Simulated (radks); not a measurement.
Values are calculated unless marked as measured or tabulated.
The mean radii <r> (bohr) of the occupied orbitals of an atom or ion are listed with their occupations. Code: a radial shooting solver on a logarithmic mesh with Libxc functionals. Model: Dirac Kohn-Sham, PBE, spin-unpolarised, spherical densities, point nucleus.

orbital  occ.      <r>
1s1/2       2  0.03111
2s1/2       2   0.1345
2p1/2       2   0.1141
2p3/2       4   0.1192
3s1/2       2   0.3679
3p1/2       2   0.3596
3p3/2       4   0.3704
3d3/2       4   0.3430
3d5/2       6   0.3464
4p1/2       2   0.9318
4p3/2       4   0.9567
4d3/2     2.8    1.107
4d5/2     4.2    1.116
5d3/2     0.8    2.908
5d5/2     1.2    2.923

Name the element and its charge. Open shells, if any, are shared by 2j + 1.

Answer. Z = 47, silver, charge +4: Ag4+ in [Ar] 3d10 4p6 4d7 5d2. The 1s radius gives Z: for a bare nucleus <r> = (2 gamma + 1)/(2Z) with gamma = sqrt(1 - (Z/c)^2), 0.03062 bohr for Z = 47, and screening makes it slightly larger (0.03111 here). The occupations add up to 43, and the charge is Z minus that.
